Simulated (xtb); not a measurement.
xtb input (GFN2-xTB):

```bash
xtb mol.xyz --gfn 2 --sp --chrg -1 --uhf 0
```
mol.xyz:
```
6

Al    -0.15526539    -0.72569440    -0.28210757
C      0.39017292     1.03799155     0.41475884
H     -0.08535335     1.20433579     1.38767278
H      0.02484031     1.82089132    -0.25900463
H      1.46645436     1.16248934     0.53339726
H     -1.72852874    -0.98163855    -0.48322008
```

Output:

```
           -------------------------------------------------
          |                Calculation Setup                |
           -------------------------------------------------

           -------------------------------------------------
          |                 G F N 2 - x T B                 |
           -------------------------------------------------

        Reference                      10.1021/acs.jctc.8b01176
      * Hamiltonian:
        H0-scaling (s, p, d)           1.850000    2.230000    2.230000
        zeta-weighting                 0.500000
      * Dispersion:
        s8                             2.700000
        a1                             0.520000
        a2                             5.000000
        s9                             5.000000
      * Repulsion:
        kExp                           1.500000    1.000000
        rExp                           1.000000
      * Coulomb:
        alpha                          2.000000
        third order                    shell-resolved
        anisotropic                    true
        a3                             3.000000
        a5                             4.000000
        cn-shift                       1.200000
        cn-exp                         4.000000
        max-rad                        5.000000

          ...................................................
          :                      SETUP                      :
          :.................................................:
          :  # basis functions                  18          :
          :  # atomic orbitals                  17          :
          :  # shells                            9          :
          :  # electrons                        12          :
          :  max. iterations                   250          :
          :  Hamiltonian                  GFN2-xTB          :
          :  restarted?                      false          :
          :  GBSA solvation                  false          :
          :  PC potential                    false          :
          :  electronic temp.          300.0000000     K    :
          :  accuracy                    1.0000000          :
          :  -> integral cutoff          0.2500000E+02      :
          :  -> integral neglect         0.1000000E-07      :
          :  -> SCF convergence          0.1000000E-05 Eh   :
          :  -> wf. convergence          0.1000000E-03 e    :
          :  Broyden damping             0.4000000          :
          :  net charge                         -1          :
          :  unpaired electrons                  0          :
          ...................................................

 iter      E             dE          RMSdq      gap      omega  full diag
   1     -5.2247468 -0.522475E+01  0.151E+01    1.26       0.0  T
   2     -5.3348548 -0.110108E+00  0.816E+00    0.82       1.0  T
   3     -5.3566374 -0.217826E-01  0.807E+00    0.79       1.0  T
   4     -5.3540324  0.260499E-02  0.702E+00    0.92       1.0  T
   5     -5.3581864 -0.415397E-02  0.182E+00    1.28       1.0  T
   6     -5.3589179 -0.731493E-03  0.671E-01    1.32       1.0  T
   7     -5.3590338 -0.115916E-03  0.377E-01    1.31       1.0  T
   8     -5.3590345 -0.666909E-06  0.854E-02    1.32       1.0  T
   9     -5.3590361 -0.160834E-05  0.167E-02    1.32       2.4  T
  10     -5.3590359  0.163194E-06  0.181E-02    1.32       2.3  T
  11     -5.3590362 -0.273118E-06  0.263E-03    1.32      15.5  T
  12     -5.3590362 -0.225867E-08  0.157E-03    1.32      26.0  T
  13     -5.3590362 -0.454050E-09  0.375E-04    1.32     108.7  T
  14     -5.3590362 -0.143530E-10  0.975E-05    1.32     418.6  T

   *** convergence criteria satisfied after 14 iterations ***

         #    Occupation            Energy/Eh            Energy/eV
      -------------------------------------------------------------
         1        2.0000           -0.3510607              -9.5528
         2        2.0000           -0.2503207              -6.8116
         3        2.0000           -0.2482339              -6.7548
         4        2.0000           -0.1917786              -5.2186
         5        2.0000           -0.1449269              -3.9437
         6        2.0000            0.0088538               0.2409 (HOMO)
         7                          0.0574606               1.5636 (LUMO)
         8                          0.1107250               3.0130
         9                          0.1471917               4.0053
        10                          0.1501443               4.0856
        11                          0.1932732               5.2592
       ...                                ...                  ...
        17                          1.0563962              28.7460
      -------------------------------------------------------------
                  HL-Gap            0.0486068 Eh            1.3227 eV
             Fermi-level            0.0331572 Eh            0.9023 eV

 SCC (total)                   0 d,  0 h,  0 min,  0.003 sec
 SCC setup                      ...        0 min,  0.000 sec (  2.867%)
 Dispersion                     ...        0 min,  0.000 sec (  1.178%)
 classical contributions        ...        0 min,  0.000 sec (  0.589%)
 integral evaluation            ...        0 min,  0.000 sec ( 13.597%)
 iterations                     ...        0 min,  0.002 sec ( 61.236%)
 molecular gradient             ...        0 min,  0.001 sec ( 18.274%)
 printout                       ...        0 min,  0.000 sec (  1.934%)

         :::::::::::::::::::::::::::::::::::::::::::::::::::::
         ::                     SUMMARY                     ::
         :::::::::::::::::::::::::::::::::::::::::::::::::::::
         :: total energy              -5.294713105322 Eh    ::
         :: gradient norm              0.075106702112 Eh/a0 ::
         :: HOMO-LUMO gap              1.322658342359 eV    ::
         ::.................................................::
         :: SCC energy                -5.359036092812 Eh    ::
         :: -> isotropic ES            0.135361843402 Eh    ::
         :: -> anisotropic ES          0.002195525263 Eh    ::
         :: -> anisotropic XC          0.005616896419 Eh    ::
         :: -> dispersion             -0.003718263201 Eh    ::
         :: repulsion energy           0.064322987491 Eh    ::
         :: add. restraining           0.000000000000 Eh    ::
         :: total charge              -1.000000000000 e     ::
         :::::::::::::::::::::::::::::::::::::::::::::::::::::

           -------------------------------------------------
          |                Property Printout                |
           -------------------------------------------------

    * Orbital Energies and Occupations

         #    Occupation            Energy/Eh            Energy/eV
      -------------------------------------------------------------
         1        2.0000           -0.3510607              -9.5528
         2        2.0000           -0.2503207              -6.8116
         3        2.0000           -0.2482339              -6.7548
         4        2.0000           -0.1917786              -5.2186
         5        2.0000           -0.1449269              -3.9437
         6        2.0000            0.0088538               0.2409 (HOMO)
         7                          0.0574606               1.5636 (LUMO)
         8                          0.1107250               3.0130
         9                          0.1471917               4.0053
        10                          0.1501443               4.0856
        11                          0.1932732               5.2592
        12                          0.2329705               6.3394
        13                          0.3981408              10.8340
Note: The following floating-point exceptions are signalling: IEEE_UNDERFLOW_FLAG IEEE_DENORMAL
normal termination of xtb
        14                          0.4316689              11.7463
        15                          0.4317944              11.7497
        16                          0.7491280              20.3848
        17                          1.0563962              28.7460
      -------------------------------------------------------------
                  HL-Gap            0.0486068 Eh            1.3227 eV
             Fermi-level            0.0331572 Eh            0.9023 eV

     #   Z          covCN         q      C6AA      α(0)
     1  13 Al       1.703    -0.164   214.265    35.811
     2   6 C        3.611    -0.178    24.575     7.158
     3   1 H        0.924    -0.076     4.791     3.423
     4   1 H        0.924    -0.076     4.791     3.423
     5   1 H        0.925    -0.085     5.054     3.516
     6   1 H        0.864    -0.421    60.543    12.187

 Mol. C6AA /au·bohr⁶  :       1105.769214
 Mol. C8AA /au·bohr⁸  :      46412.125205
 Mol. α(0) /au        :         65.517175

Wiberg/Mayer (AO) data.
largest (>0.10) Wiberg bond orders for each atom

 ---------------------------------------------------------------------------
     #   Z sym  total        # sym  WBO       # sym  WBO       # sym  WBO
 ---------------------------------------------------------------------------
     1  13 Al   1.828 --     2 C    0.860     6 H    0.818
     2   6 C    3.694 --     5 H    0.957     3 H    0.936     4 H    0.936
                             1 Al   0.860
     3   1 H    0.994 --     2 C    0.936
     4   1 H    0.994 --     2 C    0.936
     5   1 H    0.993 --     2 C    0.957
     6   1 H    0.823 --     1 Al   0.818
 ---------------------------------------------------------------------------

Topologies differ in total number of bonds
Writing topology from bond orders to xtbtopo.mol

molecular dipole:
                 x           y           z       tot (Debye)
 q only:        1.065       0.036       0.085
   full:        0.922       0.728       0.334       3.104
molecular quadrupole (traceless):
                xx          xy          yy          xz          yz          zz
 q only:       -2.613      -5.059      -0.952      -2.379      -2.430       3.564
  q+dip:       -2.217      -3.871      -1.005      -1.877      -2.197       3.223
   full:       -2.092      -3.832       0.078      -1.747      -1.192       2.014

           -------------------------------------------------
          | TOTAL ENERGY               -5.294713105322 Eh   |
          | GRADIENT NORM               0.075106702112 Eh/α |
          | HOMO-LUMO GAP               1.322658342359 eV   |
           -------------------------------------------------

------------------------------------------------------------------------
------------------------------------------------------------------------
 total:
 SCF:
```

This state (charge -1, singlet) is run at the relaxed geometry of the species with charge 0 and multiplicity 2.
